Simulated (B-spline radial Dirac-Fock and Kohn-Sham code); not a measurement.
## EELS cross sections of the Br M5 (3d5/2) edge

System: neutral bromine in the configuration [Ar] 3d10 4s2 4p5. These are calculated numbers from a radial B-spline solver; the model is the first Born approximation with generalised oscillator strengths from a Dirac-Hartree-Slater potential (longitudinal and transverse terms; continuum final states only, so no white lines or fine structure). The edge is taken at 69.00 eV (tabulated value).

Partial cross sections σ(β, Δ) in barn, integrated over a window Δ above the edge and up to the collection semi-angle β, for parallel illumination:

```
E₀ (kV)  β (mrad)  Δ = 25 eV  Δ = 50 eV  Δ = 100 eV  Δ = 200 eV  Δ = 300 eV
     60         5          ?          ?           ?           ?           ?
     60        20      17500      53900      127000      200000      223000
     80        20      15000      46000      109000      172000      193000
     80        50      17600      51600      122000      199000      229000
    100         5       8150      26300       61000       91900      101000
    100        20      13400      40700       96600      154000      174000
    100        50      15200      44600      105000      173000      199000
    120         5       7650      24800       57800       87800       96600
    120        10       9890      31500       74600      116000      130000
    120        20      12200      37000       88000      141000      159000
    120       100      13600      40000       94700      156000      180000
    200        10       8210      25800       61700       97600      110000
    300         5       6000      19500       46400       72800       81200
    300        10       7350      22900       54800       87700       98900
```

Question: Give the row for 60 kV and 5 mrad.

Answer: 9790 b for 25 eV, 31200 b for 50 eV, 70400 b for 100 eV, 103000 b for 200 eV, 112000 b for 300 eV.
